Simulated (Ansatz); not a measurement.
[V(H2S)Cl5]2- (VH₂SCl₅²⁻), relaxed as a triplet with UKS PBE-D4/def2-SVPD in Ansatz, starting from the GFN2-xTB (ALPB water) geometry. Force threshold 0.02 eV/Å.

A multiply charged anion in the gas phase is held together partly by the finite basis. The highest occupied level of the charge -2 triplet lies above zero (up to 2.72 eV). Energy differences disagree on whether the electron is bound (positive means bound): 0.10 eV (vertical, against the charge -1 doublet, at r2SCAN-D4/def2-TZVPD), but -0.37 eV at PBE-D4/def2-TZVPD.

Start:

```xyz
9

V    -0.008    0.241    0.680
S     0.084    0.018   -1.913
H     0.957   -0.975   -2.079
H    -0.938   -0.803   -2.153
Cl   -0.086    0.433    3.053
Cl    0.192    2.547    0.435
Cl   -0.196   -1.997    0.782
Cl    2.268    0.085    0.691
Cl   -2.274    0.451    0.504
```

```json
{"step": "1", "energy (eV)": "-99116.8632", "largest force component (eV/Å)": "1.586", "SCF passes": "51"}
{"step": "2", "energy (eV)": "-99117.2756", "largest force component (eV/Å)": "0.479", "SCF passes": "88"}
{"step": "3", "energy (eV)": "-99117.3331", "largest force component (eV/Å)": "0.255", "SCF passes": "59"}
{"step": "4", "energy (eV)": "-99117.3529", "largest force component (eV/Å)": "0.261", "SCF passes": "46"}
{"step": "5", "energy (eV)": "-99117.3607", "largest force component (eV/Å)": "0.067", "SCF passes": "45"}
{"step": "6", "energy (eV)": "-99117.3642", "largest force component (eV/Å)": "0.394", "SCF passes": "45"}
{"step": "7", "energy (eV)": "-99117.3802", "largest force component (eV/Å)": "0.280", "SCF passes": "40"}
{"step": "8", "energy (eV)": "-99117.4000", "largest force component (eV/Å)": "0.674", "SCF passes": "48"}
{"step": "9", "energy (eV)": "-99117.4239", "largest force component (eV/Å)": "0.431", "SCF passes": "46"}
{"step": "10", "energy (eV)": "-99117.4248", "largest force component (eV/Å)": "0.726", "SCF passes": "47"}
{"step": "11", "energy (eV)": "-99117.4478", "largest force component (eV/Å)": "0.083", "SCF passes": "50"}
{"step": "12", "energy (eV)": "-99117.4512", "largest force component (eV/Å)": "0.046", "SCF passes": "41"}
{"step": "13", "energy (eV)": "-99117.4527", "largest force component (eV/Å)": "0.029", "SCF passes": "41"}
{"step": "14", "energy (eV)": "-99117.4543", "largest force component (eV/Å)": "0.038", "SCF passes": "41"}
{"step": "15", "energy (eV)": "-99117.4566", "largest force component (eV/Å)": "0.186", "SCF passes": "64"}
{"step": "16", "energy (eV)": "-99117.4620", "largest force component (eV/Å)": "0.129", "SCF passes": "66"}
{"step": "17 (rejected)", "energy (eV)": "-99117.4495", "largest force component (eV/Å)": "0.506", "SCF passes": "57"}
{"step": "18", "energy (eV)": "-99117.4663", "largest force component (eV/Å)": "0.086", "SCF passes": "60"}
{"step": "19", "energy (eV)": "-99117.4669", "largest force component (eV/Å)": "0.100", "SCF passes": "62"}
{"step": "20", "energy (eV)": "-99117.4680", "largest force component (eV/Å)": "0.071", "SCF passes": "55"}
{"step": "21", "energy (eV)": "-99117.4691", "largest force component (eV/Å)": "0.061", "SCF passes": "44"}
{"step": "22", "energy (eV)": "-99117.4699", "largest force component (eV/Å)": "0.132", "SCF passes": "66"}
{"step": "23 (rejected)", "energy (eV)": "-99117.4698", "largest force component (eV/Å)": "0.105", "SCF passes": "43"}
{"step": "24", "energy (eV)": "-99117.4703", "largest force component (eV/Å)": "0.109", "SCF passes": "39"}
{"step": "25", "energy (eV)": "-99117.4706", "largest force component (eV/Å)": "0.007", "SCF passes": "33"}
```

Force components are those of the run's own axes.

End:

Cartesian coordinates in Å:
```
V 0.212 0.240 0.728
S 0.255 -0.047 -2.041
H 0.283 -1.392 -1.786
H -1.069 0.032 -1.544
Cl -0.174 0.443 3.020
Cl 0.075 2.524 0.097
Cl 0.133 -2.179 0.580
Cl 2.582 0.247 0.841
Cl -2.297 0.132 0.105
```

By distances, no bond broke or formed. The bond that changes most is V1–Cl9, from 2.28 to 2.59 Å (atoms count from 1). A close non-bonded pair moves further: H4–Cl9, from 3.23 to 2.06 Å.

No frequencies were taken in this run, so the end may be a saddle point.

Hardware: 4 threads of Intel Xeon Platinum 8375C on a shared host. Wall time 4 min, peak host memory 0.97 GiB.
